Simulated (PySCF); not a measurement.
Compound: C6H6S3Si.
Z-matrix (Å and degrees, PBE0-D3(BJ)/def2-SVP geometry), rows numbered from 1:
```
Si
S   1  2.1588
C   2  1.7620  1   97.52
C   3  1.3743  2  127.15  1    95.33
C   4  1.4193  3  111.06  2   177.98
S   5  1.7280  4  135.16  3   179.66
C   6  1.7306  5   91.15  4  -179.64
C   7  1.3689  6  113.57  5     0.01
C   5  1.3964  4  114.06  3     0.01
S   9  1.7260  5  110.86  4    -0.24
H   1  1.4920  2  105.67  3   179.60
H   1  1.4913  2  110.43  3    60.15
H   1  1.4918  2  110.33  3   -61.11
H   4  1.0896  3  122.88  2    -1.97
H   7  1.0895  6  119.21  5  -179.92
H   8  1.0897  7  123.83  6  -179.87
```

The closed-shell ground state was solved at several levels (PySCF, density fitting, gas phase, non-relativistic).

```tsv
level	basis functions	HOMO (eV)	LUMO (eV)	gap (eV)	dipole (D)
B3LYP/def2-SVPD	273	-6.23	-1.44	4.79	1.48
wB97X-D/pcSseg-1	228	-8.15	0.34	8.49	1.71
```

Question: Estimate the row for PBE0/pcSseg-1, a basis of 228 functions; the other rows only guide the guess.

Answer: HOMO -6.46 eV, LUMO -1.28 eV, gap 5.18 eV, dipole 1.65 D.

Question: Over all these levels, which gives the widest orbital gap and which the narrowest?

Answer: wB97X-D/pcSseg-1 (range-separated hybrid) has the widest, 8.49 eV, and B3LYP/def2-SVPD (global hybrid, 20 % exact exchange) the narrowest, 4.79 eV. Functional and basis both differ between the two, so the spread mixes both effects.

Question: How far do the dipole and the HOMO energy spread over the levels?

Answer: The dipole runs from 1.48 to 1.71 D (mean 1.61 D) and the HOMO from -8.15 to -6.23 eV.

One conformer stands for the species.
